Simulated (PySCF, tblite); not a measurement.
Isomers of C5H12FPSi, one GFN2-xTB conformer each. Single-point energies are computed at PBE0/pcSseg-1 (PySCF, gas phase, no added dispersion term), electronic only.

Problem. Rank them by PBE0/pcSseg-1 energy, lowest first (kcal/mol).
A. `[CH3:1][CH:2]([CH3:3])/[C:4]([F:5])=[P:6]\[CH2:7][SiH3:8]` with C1–C2–C4–F5 64°, C4–P6–C7–Si8 -83°
B. `[CH3:1][C@@H:2]([F:3])[C@H:4]1[CH2:5][CH2:6][Si@H:7]1[PH2:8]` with C1–C2–C4–C5 72°, C6–Si7–P8–H 157° and -109°, C2–C4–C5–C6 133°, C4–C5–C6–Si7 -12°, C5–C6–Si7–P8 -97°, C2–C4–Si7–C6 -129°
C. `[CH3:1][C@@H:2]1[CH2:3][CH2:4][CH2:5][Si@@:6]1([F:7])[PH2:8]` with C5–Si6–P8–H 40° and -53°, C1–C2–C3–C4 -163°, C2–C3–C4–C5 52°, C3–C4–C5–Si6 -37°, C4–C5–Si6–F7 125°

Solution. C (0.0), B (59.6), A (75.4).

As drawn, the lowest has an Si–F bond, which the highest lacks. GFN2-xTB itself gives, in the same order: 0.0, 47.4, 56.2. Both levels put the same isomer lowest; measured from each level's own lowest isomer, the values differ by up to 19.2 kcal/mol (CC(C)/C(F)=P\C[SiH3]: 56.2 against 75.4).

Problem. Which frontier levels, dipoles and rotational constants go with these structures?

Solution. 
```csv
SMILES,"HOMO (eV, PBE0/pcSseg-1)",LUMO (eV),dipole (D),"A, B, C (MHz)"
C[C@@H]1CCC[Si@@]1(F)P,-7.50,0.33,2.29,"1787, 1068, 916.3"
C[C@@H](F)[C@H]1CC[Si@H]1P,-7.46,0.14,1.52,"1733, 1111, 795.4"
CC(C)/C(F)=P\C[SiH3],-6.69,-1.29,2.68,"1874, 879.7, 734.4"
```

Problem. What happens when harmonic zero-point energies from GFN2-xTB frequencies are added?

Solution. 
```csv
SMILES,ZPE (kcal/mol),electronic (kcal/mol),with ZPE (kcal/mol)
C[C@@H]1CCC[Si@@]1(F)P,100.3,0.0,0.0
C[C@@H](F)[C@H]1CC[Si@H]1P,97.5,59.6,56.8
CC(C)/C(F)=P\C[SiH3],95.9,75.4,71.1
```

The zero-point energies span 4.4 kcal/mol. The order is unchanged.
